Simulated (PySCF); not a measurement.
HO, doublet, at a GFN2-xTB geometry. Base run: PySCF with MP2/pcseg-1.

The PySCF input:
```python
from pyscf import gto, scf, mp

mol = gto.Mole()
mol.atom = '''
    O    -0.000000   -0.000000   -0.107036
    H     0.000000    0.000000    0.856289
'''
mol.basis = 'pcseg-1'
mol.charge = 0
mol.spin = 1
mol.verbose = 4
mol.build()

mf = scf.UHF(mol)
mf.kernel()

pt = mp.MP2(mf, frozen=1)
pt.kernel()
print('E(MP2) = %.10f' % pt.e_tot)
```

The base run was repeated with changes; each row names its change, and settings that it needs were set with it.

```
change               basis functions     E (Eh)  MP2 correlation (Eh)  SCF-reference HOMO (eV)  SCF-reference dipole (D)
-------------------  ---------------  ---------  --------------------  -----------------------  ------------------------
base                              19  -75.51867              -0.14959                   -13.90                      1.86
basis = STO-3G                     6  -74.37745              -0.01554                   -10.29                      1.29
basis = 6-31G                     11  -75.45111              -0.08795                   -13.70                      2.14
basis = def2-SVP                  19  -75.47354              -0.14830                   -13.75                      1.85
basis = 6-31G**                   19  -75.52965              -0.14208                   -13.71                      1.88
basis = 6-31+G*                   20  -75.52674              -0.14097                   -13.94                      1.96
basis = 6-311++G**                29  -75.57988              -0.16519                   -13.93                      1.90
basis = aug-pcseg-1               32  -75.53088              -0.15720                   -14.00                      1.74
basis = aug-cc-pVDZ               32  -75.56544              -0.16164                   -13.94                      1.77
basis = cc-pVTZ                   44  -75.61889              -0.19944                   -13.88                      1.78
basis = pcseg-2                   44  -75.61482              -0.19464                   -13.98                      1.81
basis = def2-QZVP                 87  -75.64450              -0.21681                   -13.98                      1.78
basis = def2-QZVPP                87  -75.64450              -0.21681                   -13.98                      1.78
```

Totals compare only among sets that treat the same electrons; sets with core potentials leave the core out.

Open shells are given as the SCF converged; they aren't shown to be the lowest states, and a large step between rows can be another state.
